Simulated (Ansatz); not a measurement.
Ansatz results at the PBE0-D4/def2-TZVP geometry: size of the dipole moment (B3LYP/def2-TZVPP) 1.18 D; LUMO energy (PBE0/def2-TZVPP) 0.11 eV; HOMO–LUMO gap (PBE0/def2-TZVPP) 7.13 eV.

Each molecule was computed in one conformer, which needn't be the lowest.

Which molecule gave them?
A. `N=C([SiH3])S`
B. `O=C1OCO1`
C. `CNC(N)=O`
D. `O[Si](F)(Cl)CS`

D. The others give `N=C([SiH3])S`: 1.53, -0.94, 6.60; `O=C1OCO1`: 3.89, 0.75, 10.07; `CNC(N)=O`: 3.80, 0.74, 7.99.

B3LYP here is the variant with VWN-RPA as its local correlation; programs differ in this.
